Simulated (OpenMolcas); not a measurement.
**V4+ in Cs2GeF6: curves along the breathing mode**

V4+ with its 6 nearest fluoride ions, on the Ge site of Cs2GeF6 (a = 9.021 Å, distance in the model lattice 1.804 Å). The rest of the host is ab initio model potentials to 7.6 Å and point charges beyond; the distance is set by hand and nothing relaxes. Ligand basis ANO-RCC-VDZP.

```json
{
  "Program": "OpenMolcas",
  "Method": "CASSCF",
  "Basis": "ANO-RCC-VDZP [5s4p2d1f]",
  "Scalar Hamiltonian": "DKH2, point nucleus",
  "Active space": "1 electron in 5 orbitals (3d)",
  "State averaging": "2S+1 = 2 even, 5 roots",
  "Spin-orbit coupling": "state interaction with AMFI integrals over the reference wave functions"
}
```

Spin-free energies (labels of O, the rotations of Oh) in cm-1 above the lowest fitted minimum, as all ligands move together:

| R (Å) | 2T2 | 2E |
| --- | --- | --- |
| 1.737 | 4850 | 32770 |
| 1.778 | 880 | 26120 |
| 1.819 | 50 | 22980 |
| 1.86 | 1790 | 22700 |
| 1.901 | 5580 | 24760 |
| 1.942 | 11050 | 28730 |
| 1.983 | 17830 | 34230 |

Cubic fits give the following; the wavenumber is harmonic, with the mass of all moving ligands, small differences in it between states hang on the degree of the fit, a number in brackets counts states of one label, and the table is a selection of at most 14 states with clean curves.

| State | R0 (Å) | Breathing mode (cm-1) | Minimum (cm-1) |
| --- | --- | --- | --- |
| 2T2 | 1.811 | 685 | 0 |
| 2E | 1.844 | 676 | 22470 |

The minimum of 2E is shifted by +0.0326 Å against 2T2 (from the unrounded fits). With M = 114.0 u for the moving shell, the Huang-Rhys factor in this mode is S = M ω ΔR² / 2ħ = 0.01483 × 114.0 × 685 × 0.0326² = 1.23. Only the first shell moves, against a rigid host.

An orbital triplet at a regular site is open to Jahn-Teller coupling, which can distort the site and quench the lowest spin-orbit gaps and is left out. Ligand-to-metal charge-transfer states are missing. With metal d orbitals alone and no dynamic correlation 10Dq can be off by a tenth to a fifth, either way, in oxide and fluoride hosts. The least metal-like active orbital is 79 % on the metal (Löwdin) and no ligand orbital is active, so the numbers are rough (holds for R = 1.737). The least metal-like active orbital is 80 % on the metal (Löwdin) and no ligand orbital is active, so the numbers are rough (holds for R = 1.778; R = 1.819). The least metal-like active orbital is 81 % on the metal (Löwdin) and no ligand orbital is active, so the numbers are rough (holds for R = 1.86; R = 1.901; R = 1.942; R = 1.983). No measured value stands beside these numbers.
